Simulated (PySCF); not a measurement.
SMILES COc1ccc(O)cc1, singlet (GFN2-xTB optimised geometry):

```
17

C     -2.377    -2.271     0.001
O     -0.973    -2.209     0.000
C     -0.377    -0.980     0.000
C     -1.050     0.234     0.000
C     -0.338     1.423     0.000
C      1.048     1.420     0.000
O      1.781     2.570     0.000
C      1.724     0.202     0.000
C      1.020    -0.980     0.000
H     -2.625    -3.331     0.002
H     -2.802    -1.802    -0.892
H     -2.801    -1.801     0.895
H     -2.128     0.276     0.000
H     -0.875     2.363     0.000
H      1.189     3.331     0.001
H      2.802     0.207     0.000
H      1.531    -1.929     0.000
```

Computed with PBE/def2-SVP (PySCF).

Problem. What are the frontier orbital energies and the dipole moment?

Solution. HOMO-2 -6.86 eV, HOMO-1 -6.19 eV, HOMO -4.66 eV, LUMO -0.91 eV, LUMO+1 -0.09 eV; dipole moment 2.38 D.

Meta-Löwdin charges at PBE/def2-SVP: C1 -0.10, O2 -0.31, C3 0.17, C4 -0.17, C5 -0.16, C6 0.19, O7 -0.42, C8 -0.14, C9 -0.13, H10 0.12, H11 0.09, H12 0.09, H13 0.11, H14 0.10, H15 0.32, H16 0.12, H17 0.12.
